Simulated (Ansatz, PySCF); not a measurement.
Process, species as SMILES: C=C[Si](F)(F)F + C (CH4) + 3 [SiH4] (SiH4) -> C=C (C2H4) [ethene] + C[SiH3] [methylsilane] + 3 F[SiH3]
Structures are relaxed separately at B3LYP-D3(BJ)/def2-TZVP in Ansatz (a first-principles code), one conformer each, not searched for the lowest. Frequencies are from Ansatz or PySCF.

Wanted: bond separation energy (enthalpy at 298 K, with B3LYP-D3(BJ) rigid-rotor harmonic-oscillator terms), in eV. Correlated levels leave the core frozen unless marked. Spin-orbit coupling is left out. No relativistic terms. CBS marks a two-point X^-3 extrapolation of the correlation energy; Hartree-Fock from the larger set. The bracket is a focal-point correction in the basis named.

```tsv
level	program	bond separation energy (eV)
HF/STO-3G	Ansatz	0.84
PBE/def2-TZVPD	Ansatz	0.87
BLYP-D3(BJ)/def2-TZVPD	Ansatz + dftd3	0.83
B97M-V/def2-TZVPD	Ansatz	1.01
HSE06/def2-TZVPD	Ansatz	0.88
CAM-B3LYP/def2-TZVPD	Ansatz	0.84
SCS-MP2/6-31G*	Ansatz	1.13
CCSD/6-31G*	Ansatz	1.21
CCSD/cc-pV(T+d)Z	Ansatz	0.93
RI-MP2/CBS(cc-pV(T+d)Z,cc-pV(Q+d)Z)+[CCSD(T)-MP2]/cc-pV(T+d)Z	Ansatz	0.87
```
